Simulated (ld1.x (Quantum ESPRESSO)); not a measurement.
Varying the TM potential for potassium

Base potential:

K (Z = 19), norm-conserving Troullier–Martins (Kleinman–Bylander form), made with ld1.x (Quantum ESPRESSO) 7.5 (LDA (PZ), scalar-relativistic). Core [Ne], reference 3s2 3p6 3d0 4s0.5 4p0 (charge +0.5). Waves: 3s (bound): rc 1.75 bohr; 3p (bound): rc 2.20 bohr; 3d (bound, empty): rc 2.80 bohr; 4f channel at 0.05 Ry: rc 2.40 bohr. Local part: all-electron potential smoothed inside 2.10 bohr (lloc = -2). Core correction: full core density, not smoothed (it rises at the typed radius of 1.65 bohr, so ld1.x skipped the fit).

Occupied shells without a wave of their own: 4s. They enter only through the test configuration that unscreens the potential, and ld1.x also counts them in the model core charge.

Cutoffs, loose and tight: the cutoffs (Ry, on a coarse ladder) from which the occupation-weighted sum of valence levels, in a spherical-Bessel basis at the reference potential, stays within 10 and 1 mRy of its value at 400 Ry. They do not see the model core or the augmentation charge, which bear on the density cutoff. Test errors are all-electron minus pseudo excitation energies from the reference, over the configurations 3s2 3p6 3d0 4s1 4p0; 3s2 3p6 3d0 4s0 4p0; 3s2 3p6 3d0 4s0 4p1; 3s2 3p5 3d0 4s1 4p0; 3s1 3p6 3d0 4s1 4p0; 3s2 3p6 3d1 4s0 4p0; 3s2 3p6 3d0.5 4s0.5 4p0 (two spin-polarised tests are not counted in the largest error). A dash means not determined; rows that change the core or the reference have their own tests.

With those shells counted twice in exchange and correlation these files are broken, and their errors move erratically; no question is asked of them.

| change | outcome | cutoff, loose | cutoff, tight | bound ghosts | largest test error (meV) |
| --- | --- | --- | --- | --- | --- |
| base | generated | 30 Ry | 55 Ry | none | -132 |
| all radii but the core radius scaled by about 1.09 (s 1.90, p 2.40, d 3.06, f 2.62 bohr); local potential all-electron potential smoothed inside 2.30 bohr (lloc = -2) | generated | 25 Ry | 45 Ry | none | -132 |
| functional PBE | generated | 30 Ry | 55 Ry | none | +117 |
| local potential the p channel | generated | 30 Ry | 55 Ry | none | -130 |
| core correction none | generated | 30 Ry | 55 Ry | none | +103 |
| local potential all-electron potential smoothed inside 1.68 bohr (lloc = -2) | failed: run_pseudo: Errors in PS-KS equation | – | – | – | – |
| reference 3s2 3p6 4s1 4p0; wave 3d (bound): rc 2.80 bohr becomes 3d channel at 0.05 Ry: rc 2.80 bohr | generated | 30 Ry | 55 Ry | none | -333 |
| wave 3s (bound): rc 1.75 bohr becomes 3s (bound): rc 2.12 bohr | generated | 25 Ry | 45 Ry | none | -155 |
